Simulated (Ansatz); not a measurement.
Consider the formal exchange of groups at the Si–Si bond: `C=C[SiH2][SiH](O)O` + `C=O` → `O=C[SiH](O)O` + `C=C[SiH3]`.

Isolated molecules relaxed with PBE0-D4/def2-TZVP in Ansatz; ΔE leaves out vibrations. CCSD(T)/CBS is the MP2 limit (def2-TZVPP, def2-QZVPP) plus CCSD(T) − MP2 in def2-TZVPP, frozen cores. This one scheme is used for every species. Functionals use def2-TZVPP. B3LYP here is the variant with VWN-RPA as its local correlation; programs differ in this. Each species was taken in one conformer, which may not be the lowest.

`C=C[SiH2][SiH](O)O`:

Cartesian coordinates in Å:
```
C -0.095 -2.135 0.859
C 0.838 -1.286 1.286
Si 1.020 0.470 0.679
Si -0.786 1.085 -0.687
O -0.384 2.576 -1.259
O -1.071 -0.008 -1.891
H -0.163 -3.150 1.239
H -0.830 -1.858 0.108
H 1.541 -1.642 2.038
H 2.298 0.611 -0.080
H 1.110 1.397 1.844
H -2.092 1.132 0.023
H -1.061 3.073 -1.722
H -0.325 -0.263 -2.437
```

`C=O`:

Cartesian coordinates in Å:
```
C 0.001 0.004 0.002
O -0.356 -1.029 -0.482
H -0.643 0.584 0.693
H 0.998 0.440 -0.214
```

`O=C[SiH](O)O`:

Cartesian coordinates in Å:
```
O -1.129 -0.533 1.677
C -0.264 -0.958 0.942
Si 0.100 0.015 -0.682
O 1.653 0.523 -0.738
O -0.981 1.235 -0.602
H 0.290 -1.877 1.239
H -0.068 -0.827 -1.885
H 1.921 1.230 -0.148
H -1.521 1.191 0.197
```

`C=C[SiH3]`:

Z-matrix (Å, degrees):
```
Si
C 1 1.859
H 1 1.488 2 110.8
H 1 1.487 2 109.0 3 -120.3
H 1 1.488 2 110.8 3 119.3
C 2 1.330 1 123.1 3 120.2
H 2 1.089 1 118.8 3 -59.8
H 6 1.087 2 122.2 1 -180.0
H 6 1.087 2 121.7 1 0.0
```

```json
{"level": "PBE-D4", "ΔE (kJ/mol)": "9.0"}
{"level": "B3LYP", "ΔE (kJ/mol)": "-5.6"}
{"level": "HF/def2-TZVPP", "ΔE (kJ/mol)": "-11.1"}
{"level": "SCS-MP2/def2-TZVPP", "ΔE (kJ/mol)": "-5.0"}
```

Task: What does CCSD(T)/CBS give? (Estimate.)

Result: The calculation gave: -1.4 kJ/mol. The listed levels differ from it by 10.4, -4.2, -9.7, -3.6 kJ/mol.

Largest T1 diagnostic among the species: 0.015.

The D4 term adds +6.7 kJ/mol with B3LYP and +4.2 kJ/mol with PBE0; it sums over pairs of atoms, weighted by their polarisabilities, and B3LYP, whose exchange is more repulsive, gets the larger term. In def2-TZVPP, CCSD(T) changes the Hartree–Fock value by +10.3 kJ/mol (the triples alone add +1.1 kJ/mol) and MP2 by +8.2 kJ/mol.
